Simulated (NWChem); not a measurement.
OBCl (BH2OCl), optimised at PBE-D3(BJ)/def2-SVP with NWChem:

| Property | Value |
|---|---|
| highest occupied level (eV) | -7.47 |
| orbital gap (eV) | 6.34 |
| dipole (D) | 1.41 |
| highest harmonic frequency (cm⁻¹) | 3697 |
| zero-point energy (kcal/mol) | 17.6 |

All stand in one matching conformer (torsions within 35°), which need not be the lowest. This build's default masses of Se (78.918 u) and Br (79.917 u) are each other's, which moves their modes by up to 0.6 %.

Question: One H atom is replaced by Br, giving OB(Cl)Br (BHOBrCl), optimised at the same level. How do these values move?

Answer: 
| quantity | new value | change |
|---|---|---|
| highest occupied level (eV) | -6.93 | +0.54 |
| orbital gap (eV) | 5.69 | -0.65 |
| dipole (D) | 1.99 | +0.58 |
| highest harmonic frequency (cm⁻¹) | 3715 | +18 |
| zero-point energy (kcal/mol) | 12.8 | -4.8 |
